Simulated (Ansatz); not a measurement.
C₇H₅O₂, that is benzoate with one electron fewer, relaxed as a doublet with UKS PBE-D4/def2-SVPD in Ansatz, starting from the PBE-D4/def2-SVPD geometry of the charge -1 singlet. Force threshold 0.02 eV/Å.

Start:

```xyz
14

O    -1.435    2.052   -1.973
C    -1.797    1.235   -1.079
O    -2.963    0.969   -0.667
C    -0.650    0.447   -0.390
C     0.692    0.655   -0.763
C     1.732   -0.056   -0.143
C     1.443   -0.992    0.866
C     0.106   -1.207    1.246
C    -0.928   -0.493    0.621
H     0.877    1.395   -1.555
H     2.777    0.118   -0.445
H     2.257   -1.551    1.355
H    -0.127   -1.940    2.036
H    -1.985   -0.633    0.891
```

**Question.** Estimate the energy that the relaxation releases and the steps that it takes.

**Answer.** 43.7 kJ/mol, in 6 steps; 38 s on 4 threads of Arm Neoverse V2 on a shared host. No frequencies were taken in this run, so the end may be a saddle point.

**Question.** Does the start keep its bonding and symmetry?

**Answer.** By distances, no bond broke or formed. The bond that changes most is C2–C4, from 1.55 to 1.47 Å (atoms count from 1). Point group C2v at the start, C2v at the end, both within 0.05 Å.

**Question.** Predict the relaxed structure.

**Answer.** 
```xyz
14

O    -1.5482    2.0417   -1.9576
C    -1.7228    1.1820   -1.0358
O    -2.9559    1.0460   -0.7526
C    -0.6330    0.4359   -0.3792
C     0.7020    0.6620   -0.7684
C     1.7335   -0.0512   -0.1465
C     1.4331   -0.9850    0.8601
C     0.1009   -1.2083    1.2485
C    -0.9355   -0.4986    0.6307
H     0.9160    1.3969   -1.5572
H     2.7769    0.1203   -0.4455
H     2.2450   -1.5446    1.3462
H    -0.1283   -1.9388    2.0369
H    -1.9837   -0.6583    0.9203
```
Bond lengths: 7 × C–C 1.40 to 1.47 Å; 2 × C–O 1.27 Å; 5 × C–H 1.10 Å.
